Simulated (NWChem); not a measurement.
Program: NWChem. System: H₃Si₂, charge 1, spin multiplicity 1, at the geometry of a parent with another charge or spin, in a state set for the comparison that need not be this species' ground state. Level: MP2/def2-TZVPD, 10 core orbitals frozen.

Job file:

```
start mol
memory heap 200 mb stack 900 mb global 1100 mb
charge 1
geometry units angstroms nocenter noautoz
  Si    -1.354895     0.089465     0.000000
  Si     1.020450    -0.085075     0.000000
  H      1.635322    -0.716350     1.213450
  H      1.411580     1.371242     0.000000
  H      1.635322    -0.716350    -1.213450
  symmetry group Cs
end
basis spherical
  * library def2-tzvpd
end
scf
  rhf
  nopen 0
  maxiter 100
  thresh 1e-7
  semidirect memsize 60000000 filesize 0
end
mp2
  freeze core 10
end
task mp2 energy
```

NWChem printed:

```
             Northwest Computational Chemistry Package (NWChem) 7.3.0
             --------------------------------------------------------

                                NWChem Input Module
                                -------------------

 Scaling coordinates for geometry "geometry" by  1.889725989
 (inverse scale =  0.529177249)

 Turning off AUTOSYM since
 SYMMETRY directive was detected!

                             Geometry "geometry" -> ""
                             -------------------------

 Output coordinates in angstroms (scale by  1.889725989 to convert to a.u.)

  No.       Tag          Charge          X              Y              Z
 ---- ---------------- ---------- -------------- -------------- --------------
    1 Si                  14.0000    -1.35489500     0.08946500     0.00000000
    2 Si                  14.0000     1.02045000    -0.08507500     0.00000000
    3 H                    1.0000     1.63532200    -0.71635000     1.21345000
    4 H                    1.0000     1.41158000     1.37124200     0.00000000
    5 H                    1.0000     1.63532200    -0.71635000    -1.21345000

 Effective nuclear repulsion energy (a.u.)      65.8794222964

            Nuclear Dipole moment (a.u.)
            ----------------------------
        X                 Y               Z
 ---------------- ---------------- ----------------
    -0.0000113384     0.0000037795     0.0000000000

      Symmetry information
      --------------------

 Group name             Cs
 Group number              2
 Group order               2
 No. of unique centers     4

      Symmetry unique atoms

     1    2    3    4


 Summary of "ao basis" -> "" (spherical)
 ------------------------------------------------------------------------------
       Tag                 Description            Shells   Functions and Types
 ---------------- ------------------------------  ------  ---------------------
 *                         def2-tzvpd                 on all atoms

 Summary of "ao basis" -> "ao basis" (spherical)
 ------------------------------------------------------------------------------
       Tag                 Description            Shells   Functions and Types
 ---------------- ------------------------------  ------  ---------------------
 Si                        def2-tzvpd               15       43   6s5p3d1f
 H                         def2-tzvpd                5        9   3s2p

                                 NWChem SCF Module
                                 -----------------

  ao basis        = "ao basis"
  functions       =   113
  atoms           =     5
  closed shells   =    15
  open shells     =     0
  charge          =   1.00
  wavefunction    = RHF
  use symmetry    = T
  symmetry adapt  = T

 Summary of "ao basis" -> "ao basis" (spherical)
 ------------------------------------------------------------------------------
       Tag                 Description            Shells   Functions and Types
 ---------------- ------------------------------  ------  ---------------------
 Si                        def2-tzvpd               15       43   6s5p3d1f
 H                         def2-tzvpd                5        9   3s2p

      Symmetry analysis of basis
      --------------------------

        a'         74
        a"         39

 Forming initial guess at       0.2s

      Superposition of Atomic Density Guess
      -------------------------------------

 Sum of atomic energies:        -579.17028200

 Renormalizing density from      31.00 to     30
[...]
    19      0.189230  1 Si px                48      0.154563  2 Si s

 Vector   16  Occ=0.000000D+00  E=-2.420302D-01  Symmetry=a"
              MO Center= -1.1D+00,  7.1D-02,  1.2D-12, r^2= 3.1D+00
   Bfn.  Coefficient  Atom+Function         Bfn.  Coefficient  Atom+Function
  ----- ------------  ---------------      ----- ------------  ---------------
    18      0.471100  1 Si pz                21      0.471536  1 Si pz

 Vector   17  Occ=0.000000D+00  E=-2.381301D-01  Symmetry=a'
              MO Center= -1.2D+00,  4.6D-02, -2.2D-13, r^2= 3.1D+00
   Bfn.  Coefficient  Atom+Function         Bfn.  Coefficient  Atom+Function
  ----- ------------  ---------------      ----- ------------  ---------------
    20      0.481412  1 Si py                17      0.467958  1 Si py

 Vector   18  Occ=0.000000D+00  E=-8.760874D-02  Symmetry=a'
              MO Center= -9.2D-01,  3.0D-02, -5.7D-13, r^2= 1.1D+01
   Bfn.  Coefficient  Atom+Function         Bfn.  Coefficient  Atom+Function
  ----- ------------  ---------------      ----- ------------  ---------------
     6      2.117750  1 Si s                 62      0.873900  2 Si px
    19      0.631911  1 Si px                89     -0.498865  3 H  s
   107     -0.498865  5 H  s                  5     -0.466513  1 Si s
    98     -0.423653  4 H  s                  4     -0.282004  1 Si s
    79     -0.281884  2 Si d  2              48      0.278495  2 Si s

 center of mass
 --------------
 x =  -0.14860499 y =   0.00195068 z =   0.00000000

 moments of inertia (a.u.)
 ------------------
          22.582281118805          22.232594699217           0.000000000000
          22.232594699217         323.156599687987           0.000000000000
           0.000000000000           0.000000000000         324.541287182621

  Mulliken analysis of the total density
  --------------------------------------

    Atom       Charge   Shell Charges
 -----------   ------   -------------------------------------------------------
    1 Si  14    13.24   2.00  0.60  1.37  1.28  0.74 -0.03  4.09  1.74  0.36  0.80  0.23  0.02  0.05 -0.01  0.00
    2 Si  14    13.97   2.00  0.58  1.39  0.80  0.77 -0.05  4.12  1.73  0.53  1.54  0.31  0.10  0.13 -0.00  0.02
    3 H    1     0.92   0.23  0.54  0.17  0.01 -0.02
    4 H    1     0.94   0.23  0.54  0.19  0.01 -0.02
    5 H    1     0.92   0.23  0.54  0.17  0.01 -0.02

       Multipole analysis of the density wrt the origin
       ------------------------------------------------

     L   x y z        total         open         nuclear
     -   - - -        -----         ----         -------
     0   0 0 0      1.000000      0.000000     31.000000

     1   1 0 0     -1.311563      0.000000     -0.000011
     1   0 1 0     -0.040154      0.000000      0.000004
     1   0 0 1     -0.000000      0.000000      0.000000

     2   2 0 0    -13.737093      0.000000    170.053852
     2   1 1 0     -0.037030      0.000000    -11.854986
     2   1 0 1     -0.000000      0.000000      0.000000
     2   0 2 0    -16.971341      0.000000     11.141734
     2   0 1 1     -0.000000      0.000000      0.000000
     2   0 0 2    -16.823819      0.000000     10.516505

                   NWChem MP2 Semi-direct Energy/Gradient Module
                   ---------------------------------------------

  Basis functions       =    113
  Molecular orbitals    =    113
  Frozen core           =     10
  Frozen virtuals       =      0
  Active alpha occupied =      5
  Active beta occupied  =      5
  Active alpha virtual  =     98
  Active beta virtual   =     98
  Use MO symmetry       = T
  Use skeleton AO sym   = T

  AO/Fock/Back tols     =   1.0D-09  1.0D-09  1.0D-09

 GA uses MA = F    GA memory limited = T

 Available:
  local mem=  1.26D+08
 global mem=  1.44D+08
 local disk=  0.00D+00
  mp2_memr nvloc                    98
  nvloc new                    98
   1 passes of   5:        5242880                      50538                  10607670.
   1 passes of   5: M    126151504           G      144153662           F     120908624.

 Semi-direct pass number   1 of   1  for RHF alpha+beta  at        5.5s
  vrange nnbf                  6354
  mp2_eaftype                    40  avail_ma_in_mb                  1099
 EAF : mp2_eaftype filesize          40    5303835.
  mp2_eaf for mointskh                     40
Node 0 wrote     24.9 Mb in      0.1 s     Agg I/O rate:   387.4 Mb/s
 Done moints_semi at       12.2s
  mp2_eaftype                    40  avail_ma_in_mb                  1059
 EAF : mp2_eaftype filesize          40    5303835.
  mp2_eaf for kh                    40
 Done maket at       12.4s
 Done multipass loop at       12.4s

          -------------------------------------------
          SCF energy                -579.271672064866
          Correlation energy          -0.181833900084
          Singlet pairs               -0.147773674764
          Triplet pairs               -0.034060225320
          Total MP2 energy          -579.453505964950
          -------------------------------------------

          ---------------------------------------------------
                    Spin Component Scaled (SCS) MP2
          Same spin pairs                     -0.022706816880
          Same spin scaling factor             0.333333333333
          Opposite spin pairs                 -0.159127083204
          Opposite spin scaling fact.          1.200000000000
          SCS-MP2 correlation energy          -0.198521438804
          Total SCS-MP2 energy              -579.470193503671
          ---------------------------------------------------

 -----------------------
 Performance information
 -----------------------

 Timer overhead =  2.41D-07 seconds/call

               Nr. of calls         CPU time (s)                 Wall time (s)                GFlops
             ---------------    -------------------     ------------------------------   -------------------
Name         Min   Avg   Max    Min     Avg     Max     Min     Avg     Max   Mx/calls   Min     Max     Sum
mp2: moin     1     1     1    6.7     6.7     6.7      6.7     6.7     6.7     6.7      0.0     0.0     0.0
mp2: make     1     1     1   0.25    0.25    0.25     0.25    0.25    0.25    0.25      0.0     0.0     0.0
mp2: tota     1     1     1    7.1     7.1     7.1      7.1     7.1     7.1     7.1      0.0     0.0     0.0

 The average no. of pstat calls per process was 3.00D+00
 with a timing overhead of 7.24D-07s

 Task  times  cpu:       12.4s     wall:       12.4s

 Total times  cpu:       12.4s     wall:       12.4s
```
